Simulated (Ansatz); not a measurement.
Reaction (redistribution): `[F][Ge][F]` + `[CH3][GeH]([CH3])[Cl]` → `[CH3][Ge][F]` + `[CH3][GeH]([F])[Cl]`

Program: Ansatz. Geometries: PBE0-D4/def2-TZVP. ΔE: electronic, gas phase. CCSD(T)/CBS adds triple-zeta CCSD(T) − MP2 to the extrapolated MP2 energy (def2 sets, frozen cores). Functionals use def2-TZVPP. HSE06 is defined as in plane-wave codes. For Ge outer-core shells are correlated without core-valence functions, which leaves a few kJ/mol of doubt a bond. Scalar relativity is left out up to krypton.

```
             level  ΔE (kJ/mol)
            PBE-D4         75.0
          HSE06-D4         72.0
              BLYP         73.3
           r2SCAN0         69.9
       HF/def2-SVP         58.6
   CCSD/def2-TZVPP         69.8
CCSD(T)/def2-TZVPP         71.6
     HF/def2-QZVPP         61.0
```

**Question.** What does CCSD(T)/CBS give? (Estimate.)

**Answer.** Computed: +72.1 kJ/mol. The listed levels differ from it by 2.9, -0.1, 1.2, -2.2, -13.5, -2.3, -0.5, -11.1 kJ/mol.

**Question.** What do rigid-rotor, harmonic-oscillator terms from PBE0-D4/def2-TZVP frequencies (298.15 K, 1 bar) make of the CCSD(T)/CBS value? (Best estimate.)

**Answer.** The calculation gave: ΔZPE = -2.9 kJ/mol, ΔH = +69.8 kJ/mol, ΔS = 12 J/(mol·K), ΔG = +66.2 kJ/mol.

Largest T1 diagnostic among the species: 0.015.

At CCSD(T), def2-SVP lies −3.8 kJ/mol from the extrapolated value and def2-TZVPP −0.5 kJ/mol. In def2-TZVPP, CCSD(T) changes the Hartree–Fock value by +10.4 kJ/mol (the triples alone add +1.8 kJ/mol) and MP2 by +15.3 kJ/mol.
